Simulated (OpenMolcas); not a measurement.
**Pt+: CASPT2 settings compared**

| Property | Result |
| --- | --- |
| Program | OpenMolcas |
| Basis | ANO-RCC-VQZP [9s8p6d4f2g1h] |
| Scalar Hamiltonian | DKH3, point nucleus |
| Active space | 9 electrons in 6 orbitals (5d 6s) |
| State averaging | 2S+1 = 2 even, 29 roots (17 in the spin-orbit step); 2S+1 = 4 even, 10 roots kept (CI in the orbitals of an earlier block) |
| Spin-orbit coupling | RASSI with atomic mean-field integrals over the reference wave functions, term energies averaged over their components |

Methods on the same reference wave functions:
A. CASSCF
B. SS-CASPT2, IPEA 0.1 Eh, no level shift (closed shells correlated: 4f 5s 5p)
C. SS-CASPT2, IPEA 0.2 Eh, imaginary shift 0.15 Eh (closed shells correlated: 4f 5s 5p)
D. MS-CASPT2, IPEA 0.2 Eh, imaginary shift 0.15 Eh (closed shells correlated: 4f 5s 5p)
E. XMS-CASPT2, IPEA 0.6 Eh, real shift 0.05 Eh (closed shells correlated: none)

Energies in eV above 5d⁸ 6s ⁴F_9/2.

| Level | A | B | C | D | E |
| --- | --- | --- | --- | --- | --- |
| 5d⁸ 6s ⁴F_9/2 | 0.0000 | 0.0000 | 0.0000 | 0.0000 | 0.0000 |
| 5d⁹ ²D_5/2 | 0.0734 | -0.460 | -0.517 | -0.577 | -0.919 |
| 5d⁸ 6s ⁴F_7/2 [70 %] | 0.6062 | 0.508 | 0.519 | 0.519 | 0.558 |
| 5d⁹ ²D_3/2 [59 %] | 0.9852 | 0.550 | 0.506 | 0.641 | 0.327 |

B puts 5d⁹ ²D_5/2 lowest. C puts 5d⁹ ²D_5/2 lowest. D puts 5d⁹ ²D_5/2 lowest. E puts 5d⁹ ²D_5/2 lowest.

Among B to E the level of the table that moves most is 5d⁹ ²D_5/2, by 3700 cm-1 (lowest in E, highest in B). Moves below CASPT2's spread within the term are not significant.

The lowest spin-free term lies below A's lowest term by 0.935 hartree in B, 0.932 hartree in C, 0.934 hartree in D, 0.293 hartree in E.

CASPT2 does not keep the components of a term degenerate, so their means are used; among the terms shown or strongly mixed into the levels shown the widest spread is 1000 cm-1 (5d⁸ 6s ⁴F, B). Some high roots are left out of the spin-orbit mixing, which shifts the levels that they would mix with. Terms from blocks run as CI alone lack orbitals of their own. A single d shell beside an s shell can misplace configurations of different d count against each other. Without dynamic correlation excited terms often stand tens of per cent too high (terms of higher spin than the ground term too low), and those without a measured partner can miss by more than the paired ones (holds for A). The lowest computed level is not the ground level that NIST lists (2D5/2) (holds for A). The lowest spin-free term belongs to 5d⁹, not to the configuration of the lowest level (holds for A). Levels of configurations outside the active space are missing. Levels that lie high or do not pair safely by name in every column are left out.

A share in square brackets marks a mixed level and gives the weight of the term that names it, the lowest over the columns.
